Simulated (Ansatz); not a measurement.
`[NH2][W](=[O])(=[O])[F]` + NH₃ → `[NH2][W]([NH2])(=[O])=[O]` + H–F at 500 K and 1 bar (ligand exchange at a W–F bond).

Computed with Ansatz on PBE0-D4/def2-TZVP structures; ΔE is electronic, products minus reactants. CBS: MP2 limit from def2 TZ/QZ plus the TZ coupled-cluster correction, frozen cores. This one scheme is used for every species. def2 core potentials past Kr. For W outer-core shells are correlated without core-valence functions, which leaves a few kJ/mol of doubt a bond. One conformer a species, not always the lowest.

```csv
species,CCSD(T)/CBS energy (Eh),H − E (kJ/mol),S (J/(mol·K))
`[NH2][W](=[O])(=[O])[F]`,-373.18891,130.9,392.1
NH₃,-56.50880,108.2,211.8
`[NH2][W]([NH2])(=[O])=[O]`,-329.28204,197.8,414.3
H–F,-100.39570,39.4,188.7
```

H − E and S are ideal-gas, rigid-rotor, harmonic terms from PBE0-D4/def2-TZVP, for one conformer and one mirror image of each species. 1 Eh = 2625.50 kJ/mol, R = 8.31446 J/(mol·K).

Problem. By hand: ΔE, ΔH, ΔS and ΔG.

Solution. ΔE = (-329.28204) + (-100.39570) − (-373.18891) − (-56.50880) = 0.01997 Eh = 52.4 kJ/mol. Δ(H − E) = 197.8 + 39.4 − 130.9 − 108.2 = -1.9, so ΔH = 50.5 kJ/mol. ΔS = 414.3 + 188.7 − 392.1 − 211.8 = -0.9 J/(mol·K). ΔG = 50.5 − 500 × (-0.9)/1000 = 51.0 kJ/mol.

Problem. By hand: the equilibrium constant, and the temperature at which ΔG would vanish if ΔH and ΔS stayed fixed.

Solution. log₁₀ K = −ΔG/(RT ln 10) = -5.3. ΔH and −TΔS have one sign here, so there is no such temperature.

The number of gas molecules stays the same, so ΔS is small and ΔH decides. A doubt of 5 kJ/mol in ΔE shifts log₁₀ K by 0.5 here. Other conformers and mirror images would add mixing entropy, several J/(mol·K) or more a flexible species. These are equilibria of isolated gas molecules and say nothing of rates. Largest T1 diagnostic: 0.022 (customary marks: 0.02 for closed shells, 0.045 for open ones).

ΔS is within the doubt of such terms, so its sign, and with it that verdict, could turn.
